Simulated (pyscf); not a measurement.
Li–O–CH₂–CH₃, singlet

Gas-phase minimum from PySCF at ωB97X-D3(BJ)/def2-SVP, one conformer. 

```
C
O 1 1.3690
H 1 1.1161 2 111.72
H 1 1.1161 3 104.99 2 121.27
C 1 1.5316 3 107.86 4 114.82
H 5 1.1031 1 110.02 3 64.37
H 5 1.1031 6 107.76 1 -119.99
H 5 1.1039 6 108.42 7 -117.15
Li 2 1.5771 3 150.96 1 177.82
```

Properties at ωB97X-D3(BJ)/def2-SVP:

```
Property                                                                                                                                                                                                                                    Value
---------------------------------------------------------------------------------------------------------------------  --------------------------------------------------------------------------------------------------------------------------
Harmonic wavenumbers, unscaled                                                                                         140, 169, 295, 445, 804, 820, 969, 1104, 1186, 1309, 1327, 1376, 1425, 1461, 1480, 1512, 2927, 2948, 3045, 3139, 3142 cm⁻¹
Zero-point energy                                                                                                                                                                                                                   44.4 kcal/mol
Rotational symmetry number                                                                                                                                                                                                                      1
Entropy of this conformer at 298 K and 1 atm, rigid rotor and harmonic oscillator, modes under 100 cm⁻¹ raised to 100                                                                                                             291.2 J/(mol K)
Dipole moment                                                                                                                                                                                                                              4.99 D
```

Single-point totals, which compare only within one level (frozen core for MP2 and CC):

| level | total energy (hartree) |
|---|---|
| ωB97X-D3(BJ)/def2-TZVP | -162.11840 |
| PBE/def2-TZVP | -161.83654 |
| r²SCAN/def2-TZVP | -161.95745 |
| B3LYP-D3(BJ)/def2-TZVP | -162.07684 |
| PBE0-D3(BJ)/def2-TZVP | -161.85581 |
| M06-2X/def2-TZVP | -161.98124 |
| ωB97M-D3(BJ)/def2-TZVP | -162.09213 |
| HF/def2-TZVPP | -161.04006 |
| MP2/def2-TZVPP | -161.68047 |
| CCSD/def2-TZVPP | -161.70825 |
| CCSD(T)/def2-TZVPP | -161.73214 |

Soft torsions are taken as harmonic, which can shift the entropy by several J/(mol K). The CCSD(T) − MP2 part came from Ansatz, without density fitting, on the same reference. The frozen core leaves the outer d or s,p core shells of the metals and heavy elements correlated in the MP2 and CC values, and def2-TZVPP describes them poorly, so these totals are far from the basis limit.
